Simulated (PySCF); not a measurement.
## Polarisability and C₆ of Re (rhenium, neutral)

[Xe] 4f14 5d5 6s1 6p1, high-spin 8P determinant (an excited configuration). All numbers are calculated (PySCF 2.14, scalar relativity by spin-free X2C-1e, in ANO-RCC-VTZP). Coupled (time-dependent) response in atomic units; α is the mean over directions. The basis has no added diffuse functions, which lowers α and C₆.

```
method  mean α (bohr³)         α xx, yy, zz  C₆ (like pair)  S(−4)
  PBE0           36.93  37.14, 36.49, 37.14           352.0  518.9
```

S(−4) is the Cauchy moment in α(ω) = α(0) + S(−4) ω² + …

Spin-orbit coupling is absent.

α(iu) at PBE0:

| u (hartree) | α(iu) (bohr³) |
| --- | --- |
| 0 | 36.93 |
| 0.0500 | 35.69 |
| 0.100 | 32.60 |
| 0.200 | 25.10 |
| 0.300 | 19.08 |
| 0.500 | 12.12 |
| 0.750 | 8.153 |
| 1.00 | 6.126 |
| 1.50 | 4.003 |
| 2.00 | 2.863 |
| 3.00 | 1.686 |
| 5.00 | 0.8048 |

A single London oscillator, α(iu) = α/(1 + u²/ω²), gives C₆ = (3/4) ω α². Matching the computed C₆ needs ω = 4 × 352.0 / (3 × 36.93²) = 0.344 hartree.

The components differ because the open shell of this determinant is not spherical; for a pure term their mean is the scalar polarisability.

Spin-orbit coupling, absent here, splits the open shell strongly.
